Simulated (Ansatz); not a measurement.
Mulliken charges of CH$_{4}$GeS, SMILES `S=[CH][GeH3]` from r2SCAN/def2-TZVPP in Ansatz (PBE0-D4/def2-TZVP geometry).

| atom | x (Å) | y (Å) | z (Å) | charge (e) |
| --- | --- | --- | --- | --- |
| S1 | 0.113 | -2.334 | 0.621 | -0.135 |
| C2 | -0.562 | -0.987 | 0.065 | -0.115 |
| Ge3 | 0.366 | 0.736 | -0.085 | 0.164 |
| H4 | -1.607 | -1.010 | -0.257 | 0.102 |
| H5 | 0.334 | 1.187 | -1.556 | -0.009 |
| H6 | -0.388 | 1.778 | 0.759 | -0.008 |
| H7 | 1.805 | 0.561 | 0.408 | 0.001 |

Task: By hand: the dipole of these point charges (1 e Å = 4.8032 D).

Result: Σ q r = (-0.053, 0.422, -0.123) e Å, of length 0.443 e Å = 2.13 D.

Task: How does the dipole of the full density compare? (Best estimate.)

Result: Ansatz gave: (-0.131, 0.296, -0.117) e Å, 1.65 D; the point charges give 1.29 times that, at 16° from its direction.

Point charges leave out the atoms' own dipoles, such as those of lone pairs, and Mulliken's split depends on the basis, so the two needn't agree.
